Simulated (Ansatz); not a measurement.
`[F][GeH2][O][SiH3]` + H₂O → `[OH][GeH2][O][SiH3]` + H–F  (formal hydrolysis of a Ge–F bond)

Computed with Ansatz on PBE0-D4/def2-TZVP structures; ΔE is electronic, products minus reactants. CBS: MP2 limit from def2 TZ/QZ plus the TZ coupled-cluster correction, frozen cores. This one scheme is used for every species. Functionals use def2-TZVPP. B3LYP here is the variant with VWN-RPA as its local correlation; programs differ in this. For Ge outer-core shells are correlated without core-valence functions, which leaves a few kJ/mol of doubt a bond. Scalar relativity is left out up to krypton. Each species was taken in one conformer, which may not be the lowest.

```
             level  ΔE (kcal/mol)  difference from CCSD(T)/CBS
         r2SCAN-D4            8.1                          1.2
           PBE0-D4            7.3                          0.4
          B3LYP-D4            8.0                          1.1
            B2PLYP            8.0                          1.1
               PBE            7.9                          1.0
            r2SCAN            8.2                          1.3
              PBE0            7.7                          0.8
             B3LYP            8.8                          1.9
    MP2/def2-TZVPP            6.3                         -0.6
SCS-MP2/def2-TZVPP            7.0                          0.1
   CCSD/def2-TZVPP            7.1                          0.2
     HF/def2-QZVPP           10.0                          3.1
    MP2/def2-QZVPP            6.5                         -0.4
SCS-MP2/def2-QZVPP            7.3                          0.4
      HF/CBS(def2)           10.1                          3.2
    CCSD/CBS(def2)            7.3                          0.4
       CCSD(T)/CBS            6.9                            0
```

Largest T1 diagnostic among the species: 0.012.

The D4 term adds −0.8 kcal/mol with B3LYP and −0.4 kcal/mol with PBE0; it sums over pairs of atoms, weighted by their polarisabilities, and B3LYP, whose exchange is more repulsive, gets the larger term. In def2-TZVPP, CCSD(T) changes the Hartree–Fock value by −2.8 kcal/mol (the triples alone add −0.4 kcal/mol) and MP2 by −3.3 kcal/mol.
